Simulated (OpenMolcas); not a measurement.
## Fe3+ in K2NaGaF6: curves along the breathing mode

Fe3+ with its 6 nearest fluoride ions, on the Ga site of K2NaGaF6 (a = 8.246 Å, distance in the model lattice 1.938 Å). The rest of the host is ab initio model potentials to 7.6 Å, with orthogonalisation functions on the cations behind the ligands, and point charges beyond; the distance is set by hand and nothing relaxes. Ligand basis ANO-RCC-VDZP.

* Program: OpenMolcas
* Method: CASSCF
* Basis: ANO-RCC-VDZP [5s4p2d1f]
* Scalar Hamiltonian: DKH2, point nucleus
* Active space: 5 electrons in 5 orbitals (3d)
* State averaging: 2S+1 = 6 even, 1 root; 2S+1 = 4 even, 24 roots; 2S+1 = 2 even, 75 roots
* Spin-orbit coupling: state interaction with AMFI integrals over the reference wave functions

Spin-free energies (labels of O, the rotations of Oh) in cm-1 above the lowest fitted minimum, as all ligands move together:

```tsv
R (Å)	6A1	4T1	4T2	2T2	4A1	4E	4T2(2)
1.82	4000	25010	32020	28660	37770	38170	42910
1.863	710	23500	30130	28780	34630	35020	40050
1.906	60	24380	30620	31060	34130	34490	39840
1.949	1670	27310	33140	35190	35860	36210	41870
1.992	5240	32010	37430	40920	39530	39870	45850
2.035	10540	38290	43310	48080	44920	45250	51530
2.078	17420	46010	50660	56560	51880	52210	58760
```

Cubic fits give the following; the wavenumber is harmonic, with the mass of all moving ligands, small differences in it between states hang on the degree of the fit, a number in brackets counts states of one label, and the table is a selection of at most 14 states with clean curves.

| State | R0 (Å) | Breathing mode (cm-1) | Minimum (cm-1) |
| --- | --- | --- | --- |
| 6A1 | 1.897 | 611 | 0 |
| 4T1 | 1.868 | 603 | 23520 |
| 4T2 | 1.876 | 594 | 30070 |
| 2T2 | 1.838 | 593 | 28450 |
| 4A1 | 1.894 | 610 | 34030 |
| 4E | 1.895 | 611 | 34400 |
| 4T2(2) | 1.889 | 616 | 39650 |
| 2T1 | 1.868 | 601 | 39210 |
| 2A2 | 1.867 | 602 | 39180 |
| 4E(2) | 1.894 | 611 | 42480 |
| 2T2(2) | 1.869 | 600 | 41430 |
| 2E | 1.871 | 595 | 43720 |
| 4T1(2) | 1.909 | 603 | 48130 |
| 2A1 | 1.892 | 608 | 48220 |

Without dynamic correlation the repulsion within the d shell is too large (B by tens of per cent), so at a given field states of lower spin stand too high. Ligand-to-metal charge-transfer states are missing. With no ligand orbital active B as a rule stays too high, so bands that hang on it stand too high and its fall with covalency is understated. With metal d orbitals alone and no dynamic correlation 10Dq can be off by a tenth to a fifth, either way, in oxide and fluoride hosts. No measured value stands beside these numbers.
